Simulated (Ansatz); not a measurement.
Basis-set extrapolation for C$_{4}$H$_{7}$B, SMILES `BC(C)=C=C` (PBE0-D4/def2-TZVP geometry, frozen core, the Gaussian-basis code of Ansatz). Multiplicity 1, RHF reference.

```
                      def2-TZVPP   def2-QZVPP
                 HF  -180.226901  -180.234972
    MP2 correlation    -0.743613    -0.790476
CCSD(T) correlation    -0.824990      not run
```

Energies in hartree. Use E(X) = E(∞) + A·exp(−7.88·√X) for Hartree–Fock and E(X) = E(∞) + B·X^(−2.97) for correlation, with X = 3 and 4, and add CCSD(T) minus MP2 of the smaller set to the MP2 limit.

Q: What is the CCSD(T) energy at the basis-set limit?

A: HF limit: -180.234972 + (-0.008071) × 0.13774 = -180.23608. MP2 limit: -0.790476 + (-0.046863) × 0.74074 = -0.82519. Higher-order term: -0.824990 − (-0.743613) = -0.08138. Total: -181.14265 hartree, 2.47 eV below CCSD(T)/def2-TZVPP.
